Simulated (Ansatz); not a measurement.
Relaxation of a periodic cell of 17 atoms, TiSi$_{16}$ (host Si, host structure diamond, interstitial Ti), to a largest force component of 0.08 eV/Å in at most 25 steps.

Theory: DFT PBE, scalar-relativistic, plane waves, PAW in Ansatz. Settings: PAW set soft_1, cutoff 420 eV, k mesh 2x2x2, fermi-dirac smearing 0.05 eV, no spin polarisation.

```xyz
17
Lattice="0.0000 5.4300 5.4300 5.4300 0.0000 5.4300 5.4300 5.4300 0.0000" Properties=species:S:1:pos:R:3
Si 0.000 0.000 0.000
Si 1.357 1.357 1.357
Si 2.715 2.715 0.000
Si 4.072 4.072 1.357
Si 2.715 0.000 2.715
Si 4.072 1.357 4.072
Si 5.430 2.715 2.715
Si 6.787 4.072 4.072
Si 0.000 2.715 2.715
Si 1.357 4.072 4.072
Si 2.715 5.430 2.715
Si 4.072 6.787 4.072
Si 2.715 2.715 5.430
Si 4.072 4.072 6.787
Si 5.430 5.430 5.430
Si 6.787 6.787 6.787
Ti 9.457 9.498 9.509
```

Problem. Where does it end, and by what steps?

Solution. The forces met the threshold. The force dipped under the threshold on the way, but the program's further checks kept it going. Limits of this set-up: coarse k mesh, a small cell, in which the defect meets its images. After 3 steps the energy has fallen by 0.373 eV; Si5 moved furthest, 0.08 Å.

```tsv
step	energy less start (eV)	largest force component (eV/Å)	accepted
0	0.0000	1.169	yes
1	-0.3502	0.321	yes
2	-0.3728	0.024	yes
3	-0.3728	0.024	yes
```

```xyz
17
Lattice="0.0000 5.4300 5.4300 5.4300 0.0000 5.4300 5.4300 5.4300 0.0000" Properties=species:S:1:pos:R:3
Si 0.042 0.044 0.044
Si 1.358 1.358 1.357
Si 2.672 2.672 0.043
Si 4.071 4.075 1.397
Si 2.671 0.043 2.672
Si 4.070 1.396 4.076
Si 5.442 2.699 2.700
Si 6.746 4.073 4.072
Si 0.042 2.671 2.671
Si 1.391 4.072 4.073
Si 2.695 5.445 2.700
Si 4.071 6.748 4.070
Si 2.694 2.698 5.447
Si 4.070 4.070 6.750
Si 5.442 5.445 5.446
Si 6.783 6.787 6.788
Ti 9.500 9.502 9.503
```

The run took 29 s on 1 thread of Arm Neoverse V1, with other jobs on the host, peak memory 0.55 GiB.
